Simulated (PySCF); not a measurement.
ZnH, SMILES [ZnH+] (connectivity only; charge and spin as stated), charge +1, multiplicity 1. Atoms are numbered in the order given.

```xyz
2

Zn     0.0000     0.0000    -0.0495
H      0.0000     0.0000     1.4841
```
Charge +1, spin multiplicity 1.

The structure is a stationary point at PBE0-D3(BJ)/def2-TZVPD. The spin state was assumed, not searched.

Vertical ionisation energy (IE) and electron affinity (EA) in eV. Rows of orbital energies are one-electron estimates. Where ΔSCF, EOM or ADC give a negative EA the extra electron is unbound and the value depends on the basis.

```
level                                                IE     EA
------------------------------------------------  -----  -----
−ε(HOMO), −ε(LUMO), PBE0/def2-TZVPD (PySCF)       16.58  10.19
−ε(HOMO), −ε(LUMO), CAM-B3LYP/def2-TZVPD (PySCF)  18.08   9.35
```
